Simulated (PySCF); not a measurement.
[TcO4]3- holds Tc(V), d2, at total charge -3. The structure is a model geometry with rigid ligands and bond lengths from ionic radii, not a minimum; coordination tetrahedral, point group Td, metal–donor distances 1.84 Å.

The d shell alone is too small an active space for [TcO4]3- (an active orbital has only 0.55 squared overlap with the free ion's shell): its levels, fitted parameters, g values and moments show what this model gives and aren't sound predictions.

```
5

Tc    0.000    0.000    0.000
O     1.062    1.062    1.062
O    -1.062   -1.062    1.062
O    -1.062    1.062   -1.062
O     1.062   -1.062   -1.062
```

Method (PySCF 2.14, density fitting): CASSCF(2,5) with orbitals averaged over all microstates of the shell, strongly contracted NEVPT2 on the averaged canonical orbitals; basis x2c-TZVPall on the metal, x2c-SVPall elsewhere; spin-free X2C; IEF-PCM water; spin-orbit coupling by state interaction with the mean-field operator over all roots.

Task: What is the ground state?

Result: 3A2 (S = 1, orbital degeneracy 1), with 2.0 electrons in the lower (e-type) set and 0.0 in the upper (t2-type) set, by NEVPT2.

Task: Where do the spin-allowed transitions within the shell lie?

Result: By NEVPT2: 3T2 at 16016 cm⁻¹ (624 nm); 3T1 at 19549 cm⁻¹ (512 nm); 3T1 at 31761 cm⁻¹ (315 nm). The strongest, at 19549 cm⁻¹, has f = 2.7e-02.

Task: Which is the lowest state of another spin?

Result: 1E at 7421 cm⁻¹ by NEVPT2; CASSCF alone puts it at 8994 cm⁻¹ above the same ground state.

Task: Give the fitted ligand-field and repulsion parameters.

Result: At CASSCF level (the NEVPT2 levels don't fit a ligand-field model well): orbital energies 0, 0, 16306, 16307, 16307 cm⁻¹; 10Dq = 16306 cm⁻¹; B = 561 cm⁻¹; C = 2290 cm⁻¹; B over its free-ion value at the same level 0.588; the fit misses the states by 969 cm⁻¹ rms, so splittings below that are unsure; ζ = 683 cm⁻¹ (free ion 1195), lowered by covalency.

Task: What magnetic behaviour follows?

Result: The ground multiplet follows a spin Hamiltonian with S = 1, g = 1.885, 1.885, 1.885, D = 0 (spin-orbit part alone); the lowest levels hold 99 % of the spin-free ground state. μeff is 2.69 μB at 300 K and 2.67 μB at 10 K; the spin-only value is 2.83 μB.

Charge-transfer states lie outside this active space and may come lower than some of these levels. NEVPT2 on the d shell alone tends to put d–d bands too high for such charged or covalently bound ions.

The job took 8.1 s on one thread of Arm Neoverse V2 (shared host), with 119 basis functions, launched as `OMP_NUM_THREADS=1 python lf_run.py task.json out`.
